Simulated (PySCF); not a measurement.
AlClH5NO2Si, SMILES [Al]([OH])([NH][SiH2]Cl)[OH].

Geometry: PBE-D3(BJ)/def2-SVP. The structure was generated by enumeration; whether it is a known compound was not checked. One conformer was computed; it need not be the lowest.

Calculation: PBE-D3(BJ)/def2-SVP in PySCF 2.14.0.

Frequencies are harmonic and unscaled.

| mode | ν (cm⁻¹) | IR (km/mol) | moving atoms (share of kinetic energy) |
|---|---|---|---|
| 1 | 27 | 0.7 | Cl 37 %, O 32 %, Si 11 %, N 9 %, H 8 % |
| 2 | 38 | 1.4 | O 45 %, Cl 22 %, N 16 %, H 10 % |
| 3 | 101 | 2.9 | O 38 %, Si 27 %, H 22 % |
| 4 | 191 | 8.7 | O 43 %, Cl 13 %, Al 13 %, H 13 %, N 13 % |
| 5 | 220 | 36.7 | O 27 %, Al 24 %, H 14 %, Si 13 %, N 12 %, Cl 11 % |
| 6 | 243 | 14.1 | Al 28 %, H 25 %, O 22 %, N 16 %, Si 9 % |
| 7 | 266 | 37.7 | H 58 %, Al 17 %, N 12 % |
| 8 | 288 | 147.1 | H 43 %, O 19 %, Al 18 %, N 15 % |
| 9 | 317 | 55.8 | H 87 %, O 12 % |
| 10 | 456 | 26.4 | H 70 %, N 16 % |
| 11 | 512 | 94.6 | H 40 %, Si 25 %, Cl 13 %, N 11 %, O 8 % |
| 12 | 522 | 152.4 | H 33 %, Si 32 %, Cl 23 %, O 8 % |
| 13 | 583 | 74.8 | H 75 %, Si 8 % |
| 14 | 599 | 154.6 | H 68 %, O 29 % |
| 15 | 647 | 29.0 | H 41 %, N 25 %, O 23 %, Si 10 % |
| 16 | 753 | 11.8 | H 84 %, O 9 % |
| 17 | 825 | 86.3 | H 29 %, O 25 %, Al 24 %, N 17 % |
| 18 | 879 | 274.6 | H 78 %, Si 16 % |
| 19 | 903 | 49.0 | H 87 % |
| 20 | 919 | 183.1 | H 46 %, N 25 %, Al 12 %, Si 12 % |
| 21 | 935 | 63.7 | Al 46 %, O 37 % |
| 22 | 1090 | 291.2 | H 54 %, N 38 % |
| 23 | 2170 | 98.2 | H 97 % |
| 24 | 2188 | 128.3 | H 96 % |
| 25 | 3493 | 37.2 | H 93 % |
| 26 | 3817 | 59.1 | H 94 % |
| 27 | 3823 | 87.8 | H 94 % |
